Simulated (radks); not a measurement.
Ionisation of the holmium ion Ho3+, [Xe] 4f10, to [Xe] 4f9 as the strength of local exchange is varied. Calculated with a radial shooting solver on a logarithmic mesh with Libxc functionals: scalar-relativistic Kohn-Sham, Slater X-alpha exchange (alpha = 2/3 is LDA exchange), no correlation, spin-polarised, spherical densities, finite nucleus; open shells are filled with parallel spins first (spin-orbit coupling, left out, can overturn this in heavy ions); Fermi nuclear charge, rms radius 5.2022 fm.

alpha  E(Ho3+) (hartree)  exchange (hartree)  IE (eV)  -e of the level emptied (eV)  <r> of it (bohr)
0.593        -12570.7303           -225.8798   39.272                   29.731 (4f)            0.8118
0.667        -12599.0666           -254.6717   41.448                   31.727 (4f)            0.8003
0.805        -12652.0895           -308.7181   45.682                   35.645 (4f)            0.7805
0.876        -12679.4603           -336.7033   47.948                   37.756 (4f)            0.7709
0.944        -12705.7323           -363.6195   50.172                   39.837 (4f)            0.7622
0.957        -12710.7613           -368.7778   50.603                   40.241 (4f)            0.7605
0.962        -12712.6960           -370.7629   50.770                   40.397 (4f)            0.7599

NIST Atomic Spectra Database: 42.5 eV (semi-empirical). The Delta-SCF value meets it near alpha = 0.70. Open shells are spherical and high-spin; term and fine-structure splittings are not resolved. Spin-orbit splitting is averaged out at the scalar-relativistic level. No tabulated value is given for the 4+ ions of Nd, Pm and Eu to Yb, where it belongs to another shell than the one emptied here.
